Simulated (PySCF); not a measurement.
# Simulated absorption spectrum

2,5-difluoropyridine, C₅H₃F₂N.
SMILES: `Fc1ccc(F)nc1`

Method used: TDDFT CAM-B3LYP/def2-SVPD, vertical, gas phase, core orbitals frozen in the response in PySCF. Geometry: PBE0-D3(BJ)/def2-SVP; no solvent, vibrations or thermal averaging.

Broadening: Gaussians 0.3 eV wide at half height, area fixed by f = 4.319×10⁻⁹ ∫ε dν̃. The width is an assumption, not a result. The curve ends short of the highest state used, and states not computed would add to its high-energy end.

```csv
E (eV),ε (L mol⁻¹ cm⁻¹)
4.82,13
4.87,49
4.93,192
4.98,510
5.04,1339
5.09,2530
5.14,4101
5.20,5988
5.25,6951
5.31,6828
5.36,5732
5.41,4180
5.47,2403
5.52,1325
5.57,655
5.63,247
5.68,99
5.74,29
5.79,10
5.84,3
5.90,2
5.95,8
6.00,27
6.06,104
6.11,269
6.17,690
6.22,1277
6.27,2027
6.33,2881
6.38,3260
6.43,3162
6.49,2488
6.54,1720
6.60,901
6.65,444
6.70,188
6.76,55
6.81,18
6.86,12
6.92,51
6.97,197
7.03,832
7.08,2330
7.13,5595
7.19,13063
7.24,22356
7.29,32815
7.35,42538
7.40,44867
7.46,40159
7.51,33304
7.56,28226
7.62,28171
7.67,32502
7.73,38046
7.78,38770
```

Question: Locate the maxima and give the states behind the curve.

Answer: 235 nm (5.27 eV), ε about 7100, made up of S1 (98%); 194 nm (6.40 eV), ε about 3300, made up of S4 (100%); 168 nm (7.39 eV), ε about 45000, made up of S5 (98%); 160 nm (7.76 eV), ε about 39000, made up of S7 (95%) (ε in L mol⁻¹ cm⁻¹; maxima over ε = 5, shares over 10%). The states used: S1 5.27 eV (f 0.077); S2 5.44 eV (f 0.0042); S3 6.27 eV (f 0.0000); S4 6.40 eV (f 0.036); S5 7.39 eV (f 0.491); S6 7.40 eV (f 0.0030); S7 7.77 eV (f 0.415); S8 7.79 eV (f 0.014); S9 8.13 eV (f 0.0041); S10 8.38 eV (f 0.0053).

Question: Coming from long wavelengths, where does ε first pass 100 L mol⁻¹ cm⁻¹?

Answer: At about 253 nm (4.90 eV), 0.37 eV below S1.

Question: On this curve, what absorbance would a 10⁻³ mol/L sample give at 248 nm over a 1 cm path?

Answer: 248 nm is 4.999 eV, where ε is about 710 L mol⁻¹ cm⁻¹, so A = ε c l ≈ 0.71 (Beer–Lambert, with the gas-phase spectrum and the assumed width).

Question: What would ε be at 7.39 eV, the highest of these maxima, with half the width (0.15 eV)?

Answer: About 88900 L mol⁻¹ cm⁻¹ against 44900, a factor of about 1.98; a lone state at its own centre would give exactly 2.

All these states lie below the vertical ionisation energy of 9.81 eV (ΔSCF).
